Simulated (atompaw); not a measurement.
**u(r) = r·R(r): atom against pseudo-atom (Ge (Z = 32))**

Columns: radius, all-electron u(r) and pseudo u(r) of the 4p shell (level -4.08 eV) of germanium in the configuration [Ar] 3d10 4s1.75 4p2.25; PBEsol, scalar-relativistic, PAW (atompaw) scheme, atompaw 4.2.0.5.

```json
{"r (bohr)": "0.079", "all-electron": "0.1354", "pseudo": "0.0023"}
{"r (bohr)": "0.158", "all-electron": "0.1138", "pseudo": "0.0093"}
{"r (bohr)": "0.237", "all-electron": "-0.0227", "pseudo": "0.0207"}
{"r (bohr)": "0.315", "all-electron": "-0.1516", "pseudo": "0.0363"}
{"r (bohr)": "0.394", "all-electron": "-0.2296", "pseudo": "0.0561"}
{"r (bohr)": "0.473", "all-electron": "-0.2512", "pseudo": "0.0796"}
{"r (bohr)": "0.552", "all-electron": "-0.2287", "pseudo": "0.1066"}
{"r (bohr)": "0.631", "all-electron": "-0.1769", "pseudo": "0.1364"}
{"r (bohr)": "0.710", "all-electron": "-0.1082", "pseudo": "0.1688"}
{"r (bohr)": "0.788", "all-electron": "-0.0326", "pseudo": "0.2027"}
{"r (bohr)": "0.867", "all-electron": "0.0460", "pseudo": "0.2384"}
{"r (bohr)": "0.946", "all-electron": "0.1226", "pseudo": "0.2751"}
{"r (bohr)": "1.025", "all-electron": "0.1950", "pseudo": "0.3120"}
{"r (bohr)": "1.104", "all-electron": "0.2617", "pseudo": "0.3488"}
{"r (bohr)": "1.183", "all-electron": "0.3222", "pseudo": "0.3847"}
{"r (bohr)": "1.262", "all-electron": "0.3761", "pseudo": "0.4195"}
{"r (bohr)": "1.340", "all-electron": "0.4232", "pseudo": "0.4520"}
{"r (bohr)": "1.419", "all-electron": "0.4647", "pseudo": "0.4828"}
{"r (bohr)": "1.498", "all-electron": "0.5004", "pseudo": "0.5111"}
{"r (bohr)": "1.577", "all-electron": "0.5308", "pseudo": "0.5366"}
{"r (bohr)": "1.656", "all-electron": "0.5561", "pseudo": "0.5589"}
{"r (bohr)": "1.735", "all-electron": "0.5769", "pseudo": "0.5780"}
{"r (bohr)": "1.813", "all-electron": "0.5932", "pseudo": "0.5936"}
{"r (bohr)": "1.892", "all-electron": "0.6060", "pseudo": "0.6061"}
{"r (bohr)": "1.971", "all-electron": "0.6153", "pseudo": "0.6153"}
{"r (bohr)": "2.050", "all-electron": "0.6215", "pseudo": "0.6215"}
```

**Question.** How many radial nodes do the two functions have?

**Answer.** The all-electron 4p function has n − l − 1 = 2; the pseudo-wave has 0, since the states of the same l below it are removed with the core.

**Question.** Is the pseudo-wave norm-conserving?

**Answer.** No, it belongs to a PAW set: the norm inside the radius is not constrained, and the difference is carried by the augmentation charge.
